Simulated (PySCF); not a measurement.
The dipole of `C1CC(CC1)n1cpcn1` from its density and from atomic charges.

Coordinates (GFN2-xTB, Å) and charges (e) from the PBE0/pcSseg-1 density (PySCF):

```
atom       x       y       z  Mulliken      IAO  Hirshfeld  ESP-fitted
  C1   2.875   0.272   1.045   -0.1778  -0.2764    -0.0794     +0.1120
  N2   1.578   0.192   0.913   -0.1856  -0.2314    -0.1041     -0.3448
  N3   1.233   0.286  -0.355   -0.3708  +0.0719    +0.0577     +0.0695
  C4  -0.163   0.178  -0.715   -0.0788  -0.0158    +0.0337     +0.1243
  C5  -0.697  -1.235  -0.406   -0.1344  -0.2689    -0.0739     -0.2978
  C6  -1.432  -1.081   0.922   -0.2078  -0.2620    -0.0734     +0.1590
  C7  -2.112   0.274   0.769   -0.2429  -0.2593    -0.0683     -0.1766
  C8  -1.026   1.141   0.130   -0.1297  -0.2743    -0.0752     +0.0579
  C9   2.246   0.435  -1.225   -0.1074  -0.3281    -0.0767     -0.1536
 P10   3.782   0.474  -0.447   +0.2737  +0.2261    +0.0005     -0.1843
 H11   3.294   0.213   2.034   +0.1172  +0.1696    +0.0506     +0.1118
 H12  -0.232   0.400  -1.782   +0.1116  +0.1453    +0.0497     +0.0495
 H13   0.111  -1.964  -0.359   +0.1333  +0.1486    +0.0387     +0.1152
 H14  -1.394  -1.540  -1.188   +0.1196  +0.1354    +0.0408     +0.0867
 H15  -0.709  -1.041   1.737   +0.1372  +0.1477    +0.0332     -0.0188
 H16  -2.134  -1.893   1.107   +0.1197  +0.1365    +0.0400     -0.0141
 H17  -2.456   0.683   1.717   +0.1257  +0.1417    +0.0433     +0.0460
 H18  -2.970   0.186   0.099   +0.1131  +0.1262    +0.0343     +0.0546
 H19  -0.398   1.574   0.909   +0.1455  +0.1575    +0.0338     +0.0313
 H20  -1.439   1.948  -0.472   +0.1245  +0.1396    +0.0398     -0.0070
 H21   2.033   0.516  -2.277   +0.1143  +0.1700    +0.0549     +0.1794
```

Q: Compute μ = Σ q r for each scheme (1 e·Å = 4.803 D) and compare with the dipole of the full density.

A: The full density gives (-2.56, -0.17, -1.19) D, 2.83 D in size; dipole vectors point from the negative to the positive end.

```csv
scheme,μx,μy,μz,size (D),share of the full size (%),angle to the full dipole (°)
Mulliken,-1.01,-0.26,-1.14,1.55,55,24
IAO,-1.16,0.02,-1.71,2.07,73,31
Hirshfeld,-1.41,-0.05,-1.01,1.73,61,11
ESP-fitted,-2.52,-0.17,-1.19,2.80,99,0
```

Q: Which set comes closest?

A: Length of the difference vector: ESP-fitted 0.04 D, Hirshfeld 1.18 D, IAO 1.51 D, Mulliken 1.55 D. Closest: ESP-fitted. ESP charges are fitted to the potential around the molecule, whose slowest-falling term is the dipole's. The schemes that divide the density aren't constrained to reproduce the dipole.

Q: What is left for the Hirshfeld atoms' own dipoles?

A: The shares of the density sum to the whole, so what Σ q r misses lies in dipoles about the nuclei. The atomic dipoles sum to (-2.56, -0.17, -1.19) − (-1.41, -0.05, -1.01) = (-1.15, -0.12, -0.18) D, 1.18 D in size.

Q: With the origin at the mean of the coordinates, (0.000, 0.001, 0.103) Å, which are the largest single terms, by size, of the Hirshfeld dipole along the direction of the full one?

A: C1 +1.15, H11 -0.93, N2 +0.89, C9 +0.55, C7 -0.53 D; all 21 atoms together +1.70 D. The single terms depend on the origin, their sum doesn't.

Q: Give the size of the full dipole in other units.

A: 2.83 D = 1.113 au = 0.589 e·Å = 9.44 × 10⁻³⁰ C·m.

Geometry: GFN2-xTB, one conformer, isolated molecule.

The run behind these numbers computed NMR shieldings as well. Rough CPU time on one thread of a shared machine: about 2.7 min (grids of density and orbitals included).
